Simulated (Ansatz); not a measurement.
`C[SiH](Cl)[SnH3]` + `[SbH3]` → `C[SiH](Cl)[SbH2]` + `[SnH4]`  (formal exchange of groups at the Si–Sn bond)

Gas-phase electronic energies from Ansatz, PBE0-D4/def2-TZVP geometries. CCSD(T)/CBS is the MP2 limit (def2-TZVPP, def2-QZVPP) plus CCSD(T) − MP2 in def2-TZVPP, frozen cores. Elements past krypton have def2 core potentials. For Sb, Sn outer-core shells are correlated without core-valence functions, which leaves a few kJ/mol of doubt a bond.

```
           level  ΔE (eV)
     HF/def2-SVP    -0.10
   CCSD/def2-SVP    -0.08
CCSD(T)/def2-SVP    -0.09
    HF/CBS(def2)    -0.11
```

Task: What does CCSD(T)/CBS give? (An estimate is asked.)

Result: The calculation gave: -0.11 eV. The listed levels differ from it by 0.01, 0.03, 0.02, 0.00 eV.

Task: What do rigid-rotor, harmonic-oscillator terms from PBE0-D4/def2-TZVP frequencies (298.15 K, 1 bar) make of the CCSD(T)/CBS value? (An estimate is asked.)

Result: Computed: ΔZPE = +0.01 eV, ΔH = -0.11 eV, ΔS = -15 J/(mol·K), ΔG = -0.06 eV.

Largest T1 diagnostic among the species: 0.014.

Leaving LDA and LC-ωPBE aside and taking each functional with its dispersion term where it has one, the values, not all of them listed here, spread over 0.03 eV, from PBE-QIDH to BLYP-D4.
